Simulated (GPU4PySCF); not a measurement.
Vertical excitations of a molecule C₁₂H₁₀O₂S from GPU4PySCF with TDDFT-B3LYP/def2-SVPD, as energy in eV (oscillator strength): 5.04 (0.000), 5.13 (0.181), 5.20 (0.020), 5.40 (0.093), 5.72 (0.000), 5.79 (0.008), 5.87 (0.001), 5.91 (0.008), 6.02 (0.005), 6.05 (0.189), 6.11 (0.000), 6.19 (0.019). Lowest triplet (TDA): 3.93 eV. Coordinates come from a PBE0-D3(BJ)/def2-TZVP optimisation. The values are those of a single conformer.

**Question.** Which structure fits?
A) c1ccc(-c2scc3c2OCCO3)cc1
B) O=S(=O)(c1ccccc1)c1ccccc1
C) COC(=O)c1cc(-c2ccccc2)cs1
D) C=Cc1cccc2oc(SC)c(C=O)c12

**Answer.** B, O=S(=O)(c1ccccc1)c1ccccc1
